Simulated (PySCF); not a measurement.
C3H5N3, SMILES N#C/N=C\CN.

The structure is a stationary point at B3LYP-D3(BJ)/def2-SVP. The structure was generated by enumeration; whether it is a known compound was not checked. One conformer was computed; it need not be the lowest.

All values below come from PBE/def2-TZVP (PySCF).

```yaml
total_energy: -281.30269 hartree
highest_occupied_level: -6.21 eV
lowest_empty_level: -3.14 eV
orbital_gap: 3.07 eV
dipole_moment: 5.14 D
quadrupole, principal values (traceless, Buckingham form, about the centre of nuclear charge): -7.76, -0.61, 8.37 D·Å
mean_static_polarisability: 61.0 bohr³ (9.04 Å³)
polarisability_principal_values: 41.2, 52.4, 89.5 bohr³
```
